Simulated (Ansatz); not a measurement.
Reaction (cleavage of the Si–B bond): `B[SiH](O)[SiH3]` + `BO` → `BO[SiH](O)[SiH3]` + BH₃

Isolated molecules relaxed with PBE0-D4/def2-TZVP in Ansatz; ΔE leaves out vibrations. CCSD(T)/CBS is the MP2 limit (def2-TZVPP, def2-QZVPP) plus CCSD(T) − MP2 in def2-TZVPP, frozen cores. This one scheme is used for every species. DFT in def2-TZVPP. B3LYP here is the variant with VWN-RPA as its local correlation; programs differ in this. One conformer a species, not always the lowest.

`B[SiH](O)[SiH3]`:

Z-matrix (Å, degrees):
```
Si
O 1 1.659
Si 1 2.364 2 111.5
B 1 1.984 2 112.4 3 -117.5
H 1 1.496 2 110.7 3 117.1
H 2 0.958 1 117.2 3 -60.1
H 3 1.491 1 109.6 2 49.7
H 3 1.488 1 111.9 2 -69.9
H 3 1.488 1 110.2 2 169.1
H 4 1.195 1 123.5 2 12.8
H 4 1.197 1 118.2 2 -172.2
```

`BO`:

Z-matrix (Å, degrees):
```
B
O 1 1.348
H 1 1.196 2 116.8
H 1 1.202 2 120.7 3 -180.0
H 2 0.961 1 113.5 3 180.0
```

`BO[SiH](O)[SiH3]`:

Cartesian coordinates in Å:
```
B 1.485 -1.418 -0.722
O 0.313 -0.959 -1.198
Si -0.808 0.091 -0.562
O -0.823 1.474 -1.442
Si -0.295 0.710 1.639
H 2.131 -2.156 -1.411
H 1.861 -1.090 0.376
H -2.104 -0.626 -0.696
H -1.154 1.439 -2.342
H -1.393 1.573 2.154
H -0.199 -0.498 2.501
H 0.985 1.461 1.702
```

BH₃:

```xyz
4

B     0.000    0.000    0.000
H     1.184    0.136    0.063
H    -0.496   -0.466   -0.980
H    -0.688    0.330    0.918
```

```csv
level,ΔE (kJ/mol),difference from CCSD(T)/CBS
PBE-D4,-87.8,29.5
r2SCAN-D4,-106.4,10.9
ωB97X-V,-115.4,1.9
ωB97M-V,-117.8,-0.5
B2PLYP,-118.2,-0.9
PBE,-85.1,32.2
PBE0,-96.5,20.8
B3LYP,-110.9,6.4
HF/def2-TZVPP,-140.2,-22.9
MP2/def2-TZVPP,-124.7,-7.4
SCS-MP2/def2-TZVPP,-127.6,-10.3
CCSD/def2-TZVPP,-119.4,-2.1
CCSD(T)/def2-TZVPP,-116.7,0.6
HF/def2-QZVPP,-142.1,-24.8
SCS-MP2/def2-QZVPP,-128.3,-11.0
CCSD/CBS(def2),-119.9,-2.6
CCSD(T)/CBS,-117.3,0
```

Largest T1 diagnostic among the species: 0.014.

In def2-TZVPP, CCSD(T) changes the Hartree–Fock value by +23.4 kJ/mol (the triples alone add +2.7 kJ/mol) and MP2 by +15.5 kJ/mol. From PBE to PBE0 (25 % exact exchange), in def2-TZVPP and without D4, ΔE moves by −11.4 kJ/mol. The D4 term adds −4.3 kJ/mol with B3LYP and −2.4 kJ/mol with PBE0; it sums over pairs of atoms, weighted by their polarisabilities, and B3LYP, whose exchange is more repulsive, gets the larger term.
